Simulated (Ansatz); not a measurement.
Two isomers of CH4N2Si: A = `N[SiH]1C=N1`, B = `C1=N[SiH2]N1`.

Isolated molecules relaxed with PBE0-D4/def2-TZVP in Ansatz; ΔE leaves out vibrations. CCSD(T)/CBS is the MP2 limit (def2-TZVPP, def2-QZVPP) plus CCSD(T) − MP2 in def2-TZVPP, frozen cores. DFT in def2-TZVPP. B3LYP here is the variant with VWN-RPA as its local correlation; programs differ in this. One conformer a species, not always the lowest.

A:

```xyz
8

N     0.703   -1.297    0.115
Si    0.365    0.349   -0.100
C    -1.254    1.010   -0.318
N    -0.825    1.220    0.881
H     0.004   -1.973    0.369
H     1.641   -1.623    0.277
H     1.601    1.041   -0.502
H    -2.236    1.273   -0.722
```

B:

```xyz
8

C     0.954   -0.623    0.027
N     0.282   -0.923   -1.037
Si   -0.905    0.233   -0.442
N     0.265    0.225    0.883
H     1.954   -0.995    0.273
H    -0.993    1.516   -1.179
H    -2.263   -0.248   -0.092
H     0.706    0.815    1.568
```

Q: Which is lower in electronic energy at CCSD(T)/CBS, and by how much? (Best estimate.)

A: Computed: B, by 32.9 kJ/mol.

Q: Give E(B) − E(A) in kJ/mol with CCSD(T)/def2-SVP, B3LYP-D4, r2SCAN-D4, MP2/def2-TZVPP, HF/def2-TZVPP, LDA (SPW92), B2PLYP. (An estimate is asked.)

A: Ansatz gave: CCSD(T)/def2-SVP -46.7, B3LYP-D4 -35.9, r2SCAN-D4 -38.9, MP2/def2-TZVPP -37.3, HF/def2-TZVPP -38.7, LDA (SPW92) -52.6, B2PLYP -35.9. None reverses the order clearly.

Q: Does the order hold for the free energy at 298.15 K (harmonic terms from PBE0-D4)? (An estimate is asked.)

A: The calculation gave: Yes: G(B) − G(A) = -31.6 kJ/mol, for one conformer each.

Largest T1 diagnostic: 0.015.

From BLYP to BHLYP (50 % exact exchange), in def2-TZVPP and without D4, E(B) − E(A) moves by −5.2 kJ/mol. At CCSD(T), def2-SVP lies −13.8 kJ/mol from the extrapolated value and def2-TZVPP −1.7 kJ/mol.
